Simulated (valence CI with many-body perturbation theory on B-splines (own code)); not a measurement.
**Tl74+ in brief**

Computed by configuration interaction combined with many-body perturbation theory (CI+MBPT): five valence electrons over a frozen Dirac-Fock core [He], radial functions for each j: 9 s, 9 p, 8 d, 6 f, 3 g, 1 h, with the one-electron correlation potential Σ1, the two-electron term Σ2, the three-electron term Σ3, Breit, model QED; selected CI, second order for the rest (own B-spline code, finite nucleus).

The last digits are not significant, and no measured levels were compared; by estimate large intervals hold to a few tenths of a per cent, small ones and those within an open d or f shell to about a per cent. Among the levels kept, up to 1200 cm⁻¹ of a level comes from second order outside the variational space, and about a tenth of that is noise between levels of different J, which matters for small intervals.

Levels are named by their leading jj configuration (3d3/2^4 stands for four electrons in 3d with j = 3/2), which in mixed levels can hold well under half, so a name can repeat and another be missing.

Rates and lifetimes use the calculated energies. Strong lines usually hold to 10 to 20 %, long lifetimes can be off by a factor of two.

Task: What is the ground level?

Result: (2s^2 2p1/2^2 2p3/2) J=3/2, composition 49 % 2s²2p³ ²P° + 27 % 2s²2p³ ²D° + 24 % 2s²2p³ ⁴S°, g = 1.301.

Task: Name the longest-lived excited levels whose lifetime is computed, and their main decay.

Result: (2s^2 2p1/2 2p3/2^2) J=5/2 at 157.9 Ry lives 65.8 ps, mostly by M1 to (2s^2 2p1/2^2 2p3/2) J=3/2; (2s^2 2p1/2 2p3/2^2) J=1/2 at 162.4 Ry lives 21.0 ps, mostly by M1 to (2s^2 2p1/2^2 2p3/2) J=3/2; (2s^2 2p1/2 2p3/2^2) J=3/2 at 156.2 Ry lives 11.4 ps, mostly by M1 to (2s^2 2p1/2^2 2p3/2) J=3/2.

Task: What is the ionisation energy?

Result: 20215 eV; NIST lists 20210 ± 90 eV (theoretical).

Task: Among levels below 1037.7 Ry, which E1 lines absorb most strongly from the ground level?

Result: to (2s^2 2p1/2^2 3d5/2) J=5/2 at 0.1070 nm, f = 0.548; to (2s^2 2p1/2 2p3/2 3d3/2) J=5/2 at 0.09115 nm, f = 0.499; to (2s^2 2p1/2 2p3/2 3d3/2) J=3/2 at 0.09111 nm, f = 0.298.

Task: How well does LS coupling describe the low levels?

Result: Among the lowest 20 levels the leading LS term, summed over configurations, holds 63 % on average. For single configurations the figures are 63 % in LS and 100 % in jj coupling. Terms mix most in the J = 3/2 level at 831.8 Ry, where the leading one holds 36 %.
